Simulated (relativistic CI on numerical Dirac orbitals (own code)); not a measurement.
# Zn IV: what numerical and physical settings do to a radial Dirac CI calculation

Reference input:

```
atom Zn  Z=30  charge=3  electrons=27
nucleus A=64  rms_radius_fm=3.9283
hamiltonian dirac-coulomb  breit=on  qed=on  c_scale=1
orbitals kli  potential=per-configuration
slater_scale 1
correlation none
mixing on
grid step=0.0125 r_max=37.3
scf mixing=0.4 start=green max_iterations=150 tolerance=2e-08 node_fill=0.05
configurations
  [Ar] 3d9
  [Ar] 3d8 4s
  [Ar] 3d8 4p
  [Ar] 3d8 4d
  [Ar] 3d7 4s2
end
```

Computed lowest total energy -1791.06782 Ha, first excitation 2693.9 cm⁻¹, 60 SCF steps. Runs with settings changed; * marks those that are bad on purpose (the QED terms keep the true α when c is scaled):

| Changed | Outcome | Lowest level | ΔE (Ha) | First excitation (cm⁻¹) | SCF steps | Message |
| --- | --- | --- | --- | --- | --- | --- |
| Slater scale 0.6, SCF tolerance 0.0001 | converged | 3d9 2D_5/2 | 0.000371 | 2639.9 | 43 |  |
| SCF tolerance 0.0001, start potential thomas-fermi, SCF mixing 0.9 | converged | 3d9 2D_5/2 | -1.36e-07 | 2693.9 | 40 |  |
| SCF tolerance 0.0001, node fill of the KLI weights 0.01, speed of light × 10 | converged | 3d9 2D_5/2 | 15.7 | 28.2 | 43 |  |
| iteration limit 20 | converged | 3d9 2D_5/2 | 0 | 2693.9 | 60 |  |
| charge 2 * | refused |  |  |  | 0 | configuration [Ar] 3d9 has 27 electrons, the ion has 28 |
| configuration list: extra electron * | refused |  |  |  | 0 | configuration [Ar] 3d7 4s2 5s has 28 electrons, the ion has 27 |

With so few configurations and no correlation, terms lie too far apart (by 10 to 50 % near neutrality), their order can be wrong, and levels of other configurations are missing.
